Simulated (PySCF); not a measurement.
A species of formula C3H15NSSi3 has this rotational fingerprint, computed with PBE0/pcSseg-1 in PySCF (dipole) on a GFN2-xTB geometry, gas phase:

| Property | Result |
| --- | --- |
| Rotational constants | A = 1480, B = 608.5, C = 559.7 MHz |
| Dipole components | \|μa\| = 2.33 D, \|μb\| = 0.35 D, \|μc\| = 0.45 D |
| Inertial defect | -269.04 u·Å² |
| κ | -0.89 |

Question: Which structure is it? (One computed conformer of each.)
A. `[CH3:1][C@:2]([SiH3:3])([CH2:4][NH2:5])[SiH2:6][S:7][SiH3:8]` with C1–C2–C4–N5 84°, C2–C4–N5–H 161° and -79°, C1–C2–Si6–S7 173°, C2–Si6–S7–Si8 93°
B. `[CH3:1][C:2]([CH3:3])([SiH2:4][NH2:5])[SiH2:6][S:7][SiH3:8]` with C1–C2–Si4–N5 59°, C2–Si4–N5–H 171° and -53°, C1–C2–Si6–S7 177°, C2–Si6–S7–Si8 -88°

Answer: A. It is C[C@]([SiH3])(CN)[SiH2]S[SiH3], an asymmetric top, point group C1. The candidates at the same level (rigid rotor, commonest isotopes):

| SMILES | A (MHz) | B (MHz) | C (MHz) | μa (D) | μb (D) | μc (D) | Δ (u·Å²) | point group | rotor |
| --- | --- | --- | --- | --- | --- | --- | --- | --- | --- |
| CC(C)([SiH2]N)[SiH2]S[SiH3] | 1605 | 562.1 | 518.3 | 1.76 | 1.59 | 0.21 | -238.93 | C1 | near-prolate asymmetric top |
| C[C@]([SiH3])(CN)[SiH2]S[SiH3] | 1480 | 608.5 | 559.7 | 2.33 | 0.35 | 0.45 | -269.04 | C1 | asymmetric top |

`CC(C)([SiH2]N)[SiH2]S[SiH3]` has A 8 % too high. No structure here is proved a minimum.
